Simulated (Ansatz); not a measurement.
Task: Predict a relaxed structure of AlCl2F, charge 0, singlet, at r2SCAN-D4/def2-TZVP (Ansatz).

Result: 
```xyz
4

Al   -0.040    0.024   -0.082
Cl   -0.747    0.857    1.673
Cl    1.523   -1.327   -0.092
F    -0.736    0.445   -1.499
```
Point group C2v (tolerance 0.1 Å). This is one stationary point.
